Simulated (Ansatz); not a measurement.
Relaxation of BClH₅NO (9 atoms, charge 0, multiplicity 1), to a largest force component of 0.03 eV/Å in at most 50 steps.

Method: RKS PBE0-D4/def2-SVP (Ansatz 0.2.0).

```xyz
9
Properties=species:S:1:pos:R:3
B -0.055 -0.402 -0.128
Cl -0.107 -0.863 1.650
O 1.066 -0.601 -0.826
H 1.811 -0.870 -0.276
H -1.085 -0.109 -0.672
N 0.140 2.172 0.796
H 1.015 2.648 1.009
H -0.543 2.889 0.562
H -0.174 1.711 1.669
```

**Question.** Where does it end, and by what steps?

**Answer.** The run converged. After 27 steps the energy has fallen by 0.674 eV; H8 moved furthest, 0.97 Å. Joined: B1–N6 (2.74 → 1.62 Å).

```tsv
step	energy less start (eV)	largest force component (eV/Å)	accepted
0	0.0000	0.752	yes
1	-0.0654	1.374	yes
2	-0.2072	1.195	yes
3	-0.3952	0.920	yes
4	-0.5197	1.359	yes
5	-0.5702	0.198	yes
6	-0.5878	0.146	yes
7	-0.6023	0.215	yes
8	-0.5834	0.987	no
9	-0.6158	0.062	yes
10	-0.6228	0.258	yes
11	-0.6318	0.085	yes
12	-0.6337	0.040	yes
13	-0.6342	0.106	yes
14	-0.6348	0.051	yes
15	-0.6359	0.069	yes
16	-0.5541	2.595	no
17	-0.6417	0.268	yes
18	-0.6342	1.203	no
19	-0.6460	0.249	yes
20	-0.6511	0.256	yes
21	-0.6580	0.256	yes
22	-0.6561	1.055	no
23	-0.6645	0.176	yes
24	-0.6694	0.118	yes
25	-0.6734	0.043	yes
26	-0.6737	0.033	yes
27	-0.6738	0.003	yes
```

```xyz
9
Properties=species:S:1:pos:R:3
B 0.069 0.171 0.256
Cl 0.125 -0.777 1.889
O 1.251 0.112 -0.512
H 1.331 -0.733 -0.960
H -1.004 -0.027 -0.300
N 0.063 1.712 0.765
H 0.936 1.878 1.272
H 0.015 2.356 -0.027
H -0.717 1.885 1.400
```

Whether the end is a true minimum wasn't checked by a vibrational analysis.

Time of the run: 46 s on 2 threads of Arm Neoverse V2, on a shared host, peak memory 0.16 GiB.
